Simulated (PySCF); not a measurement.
CaCl2, SMILES [Cl][Ca][Cl].

The structure is a stationary point at r2SCAN-D4/def2-TZVP. The isomer is the one that the SMILES or the coordinates give; other isomers of the formula were not compared.

Computed with IEF-PCM-ωB97X/def2-SVP (PySCF).

The values are the electrostatic part of the solvation free energy, E(continuum) − E(gas) at the gas-phase geometry, in a cavity of scaled van der Waals radii (PySCF's table); cavitation and dispersion terms are not included. A continuum can't describe solvent molecules that bind to the metal. In vacuum the orbital gap is 10.15 eV. The dipole moment in vacuum is 0.00 D.

Problem. Estimate the values in water (ε = 78.36), tetrahydrofuran (ε = 7.43), n-hexane (ε = 1.88). (Estimate from the structure and the level; the computed values follow.)

Solution. 
```json
[
 {"solvent": "water", "ε": "78.36", "ΔG(elec) (kcal/mol)": "-15.5", "dipole (D)": "0.00", "gap (eV)": "11.05"},
 {"solvent": "tetrahydrofuran", "ε": "7.43", "ΔG(elec) (kcal/mol)": "-12.7", "dipole (D)": "0.00", "gap (eV)": "10.89"},
 {"solvent": "n-hexane", "ε": "1.88", "ΔG(elec) (kcal/mol)": "-5.7", "dipole (D)": "0.00", "gap (eV)": "10.49"}
]
```
